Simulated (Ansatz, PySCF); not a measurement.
Constitutional and geometric isomers with formula CH6Si3. Isolated molecules, 0 K electronic values unless said otherwise. Strings in code marks are SMILES.

Quantity: electronic energy of isomers of CH6Si3 relative to `C1=[SiH][SiH2][SiH2]1`, in eV. The restricted reference of `C1[SiH]=[SiH][SiH2]1`, `C1=[SiH][SiH2][SiH2]1`, `[SiH2]=C=[SiH][SiH3]`, `C=[Si]1[SiH2][SiH2]1`, `C[SiH]1[SiH]=[SiH]1`, `C[Si]1=[SiH][SiH2]1` and `[SiH2]=C1[SiH2][SiH2]1` is unstable towards unrestricted orbitals.

Level 1: frozen-core CCSD(T)/6-31g // PBE0-D3(BJ)/def2-TZVP (Ansatz, a first-principles code)
Level 2: PBE-D3(BJ)/def2-TZVP // PBE0-D3(BJ)/def2-TZVP (PySCF)
Level 3: PBE0/cc-pVTZ // PBE0-D3(BJ)/def2-TZVP (Ansatz)
Level 4: r2SCAN0/cc-pVTZ // PBE0-D3(BJ)/def2-TZVP (Ansatz)

```json
[
 {"species": "`C=[Si]1[SiH2][SiH2]1`", "level 1": "0.59", "level 2": "0.94", "level 3": "1.01", "level 4": "1.07"},
 {"species": "`[SiH2]=C=[SiH][SiH3]`", "level 1": "1.38", "level 2": "1.79", "level 3": "1.94", "level 4": "1.92"},
 {"species": "`C[SiH]1[SiH]=[SiH]1`", "level 1": "0.218", "level 2": "0.351", "level 3": "0.358", "level 4": "0.388"},
 {"species": "`[SiH2]=C1[SiH2][SiH2]1`", "level 1": "1.18", "level 2": "1.08", "level 3": "1.15", "level 4": "1.10"},
 {"species": "`C1[SiH]=[SiH][SiH2]1`", "level 1": "-0.160", "level 2": "-0.025", "level 3": "-0.051", "level 4": "-0.030"},
 {"species": "`C[Si]1=[SiH][SiH2]1`", "level 1": "0.278", "level 2": "0.334", "level 3": "0.330", "level 4": "0.363"}
]
```
